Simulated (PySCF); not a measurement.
triplet silylene (H2Si), triplet, geometry from GFN2-xTB; PySCF with CCSD(T)/STO-3G.

The PySCF input:
```python
from pyscf import gto, scf, cc

mol = gto.Mole()
mol.atom = '''
    Si   -0.006391   -0.001951    0.085235
    H     0.045667    1.283842   -0.567511
    H     0.043812   -1.256535   -0.625785
'''
mol.basis = 'sto-3g'
mol.charge = 0
mol.spin = 2
mol.verbose = 4
mol.build()

mf = scf.UHF(mol)
mf.kernel()

mycc = cc.CCSD(mf)
mycc.kernel()
et = mycc.ccsd_t()
print('E(CCSD(T)) = %.10f' % (mycc.e_tot + et))
```

The log (banner, timings and long lists left out):

```
PySCF version 2.14.0

[INPUT] verbose = 4
[INPUT] num. atoms = 3
[INPUT] num. electrons = 16
[INPUT] charge = 0
[INPUT] spin (= nelec alpha-beta = 2S) = 2
[INPUT] symmetry False subgroup None
[INPUT] Mole.unit = angstrom
[INPUT] Symbol           X                Y                Z      unit          X                Y                Z       unit  Magmom
[INPUT]  1 Si    -0.006391000000  -0.001951000000   0.085235000000 AA   -0.012077239662  -0.003686855669   0.161070806227 Bohr   0.0
[INPUT]  2 H      0.045667000000   1.283842000000  -0.567511000000 AA    0.086298122931   2.426109767214  -1.072440362678 Bohr   0.0
[INPUT]  3 H      0.043812000000  -1.256535000000  -0.625785000000 AA    0.082792680969  -2.374507015930  -1.182562262861 Bohr   0.0

nuclear repulsion = 10.4769050630146
number of shells = 7
number of NR pGTOs = 33
number of NR cGTOs = 11
basis = sto-3g
ecp = {}

******** <class 'pyscf.scf.uhf.UHF'> ********
method = UHF
initial guess = minao
damping factor = 0
level_shift factor = 0
DIIS = <class 'pyscf.scf.diis.CDIIS'>
diis_start_cycle = 1
diis_space = 8
diis_damp = 0
SCF conv_tol = 1e-09
SCF conv_tol_grad = None
SCF max_cycles = 50
direct_scf = True
direct_scf_tol = 1e-13
number electrons alpha = 9  beta = 7
Set gradient conv threshold to 3.16228e-05
init E= -286.182034809997

cycle= 1 E= -286.623887261108  delta_E= -0.442  |g|= 0.0858  |ddm|= 1.57
cycle= 2 E= -286.635749145865  delta_E= -0.0119  |g|= 0.0341  |ddm|= 0.18
cycle= 3 E= -286.638313743656  delta_E= -0.00256  |g|= 0.0141  |ddm|=  0.1
cycle= 4 E= -286.638824113351  delta_E= -0.00051  |g|= 0.00699  |ddm|= 0.0523
cycle= 5 E= -286.638972015341  delta_E= -0.000148  |g|= 0.00131  |ddm|= 0.0397
cycle= 6 E= -286.638976217022  delta_E= -4.2e-06  |g|= 0.00015  |ddm|= 0.00672
cycle= 7 E= -286.638976252137  delta_E= -3.51e-08  |g|= 1.28e-05  |ddm|= 0.000456
cycle= 8 E= -286.638976252433  delta_E= -2.96e-10  |g|= 2.14e-06  |ddm|= 5.54e-05
Extra cycle  E= -286.63897625244  delta_E= -7.11e-12  |g|= 7.99e-07  |ddm|= 5.34e-06
converged SCF energy = -286.63897625244  <S^2> = 2.0033114  2S+1 = 3.0022068

******** <class 'pyscf.cc.uccsd.UCCSD'> ********
CC2 = 0
CCSD nocc = (np.int64(9), np.int64(7)), nmo = (11, 11)
max_cycle = 50
direct = 0
conv_tol = 1e-07
conv_tol_normt = 1e-06
diis_space = 6
diis_start_cycle = 0
diis_start_energy_diff = 1e+09
Init t2, MP2 energy = -0.0248564876728372
Init E_corr(UCCSD) = -0.0248564876735944
cycle = 1  E_corr(UCCSD) = -0.0330462170857549  dE = -0.00818972941  norm(t1,t2) = 0.0414929
cycle = 2  E_corr(UCCSD) = -0.0362061871729791  dE = -0.00315997009  norm(t1,t2) = 0.0176858
cycle = 3  E_corr(UCCSD) = -0.0384248251705763  dE = -0.002218638  norm(t1,t2) = 0.00834726
cycle = 4  E_corr(UCCSD) = -0.0384325319247024  dE = -7.70675413e-06  norm(t1,t2) = 0.00202464
cycle = 5  E_corr(UCCSD) = -0.0384553340083223  dE = -2.28020836e-05  norm(t1,t2) = 0.000339448
cycle = 6  E_corr(UCCSD) = -0.0384523078917973  dE = 3.02611652e-06  norm(t1,t2) = 0.000117844
cycle = 7  E_corr(UCCSD) = -0.0384529871692008  dE = -6.79277403e-07  norm(t1,t2) = 4.16246e-05
cycle = 8  E_corr(UCCSD) = -0.0384534084471389  dE = -4.21277938e-07  norm(t1,t2) = 1.26598e-05
cycle = 9  E_corr(UCCSD) = -0.0384534857230358  dE = -7.72758969e-08  norm(t1,t2) = 3.06225e-06
cycle = 10  E_corr(UCCSD) = -0.0384534190003133  dE = 6.67227225e-08  norm(t1,t2) = 8.33489e-07
UCCSD converged
E(UCCSD) = -286.6774296714402  E_corr = -0.03845341900031331
UCCSD(T) correction = -0.000252643290703874
E(CCSD(T)) = -286.6776823147
```
